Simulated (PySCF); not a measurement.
**Radial density of Hg(63+) (mercury, charge +63)**

UHF, [Ne] 3s2 3p5, 2P determinant. All numbers are calculated (PySCF 2.14, scalar relativity by spin-free X2C-1e, in an even-tempered Gaussian basis (17 s from 18 bohr⁻², ratio 2.5; 12 p from 23 bohr⁻², ratio 2.5; 4 d from 95 bohr⁻², ratio 2.7; 4 f from 140 bohr⁻², ratio 2.7)).

| r (bohr) | 4πr²ρ (e/bohr) | 4πr²(ρα − ρβ) |
| --- | --- | --- |
| 0.0127 | 111.2 | 0.5950 |
| 0.0213 | 95.62 | 1.7812 |
| 0.0359 | 123.0 | 2.9305 |
| 0.0604 | 121.8 | 0.7950 |
| 0.102 | 50.87 | 2.2242 |
| 0.171 | 52.56 | 7.1916 |
| 0.287 | 6.681 | 0.9599 |
| 0.483 | 0.03007 | 0.0041 |

Densities and radii are taken from the X2C orbitals without a picture-change correction, which distorts them close to the nucleus.

Spin-orbit coupling, absent here, splits the open shell strongly.
